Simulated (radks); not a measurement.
Results of a calculation; reference values are marked as such.
Mean orbital radii <r> (bohr) of neutral sulfur, [Ne] 3s2 3p4, at several levels of relativity; Dirac values are averaged over j with weights 2j + 1. Spin-unpolarised spherical Kohn-Sham, PBE, point nucleus unless stated (finite: rms radius 3.2611 fm), a radial shooting solver on a logarithmic mesh with Libxc functionals. A level marked "c x" has the speed of light scaled by that factor and shares open shells by 2j + 1; other Dirac levels either fill j = l - 1/2 first or share by 2j + 1.

\begin{tabular}{lrrrrr}
shell & non-rel. & Dirac, 2j+1 shares & Dirac, low j first & Dirac, c x 10 & change of magnitude, last against first (%) \\ \hline
1s & 0.09730 & 0.09687 & 0.09687 & 0.09729 & 0.00 \\
2s & 0.4811 & 0.4789 & 0.4789 & 0.4810 & 0.00 \\
2p & 0.4432 & 0.4425 & 0.4425 & 0.4432 & 0.00 \\
3s & 1.700 & 1.694 & 1.695 & 1.700 & 0.00 \\
3p & 2.072 & 2.072 & 2.072 & 2.072 & 0.00 \\
\end{tabular}
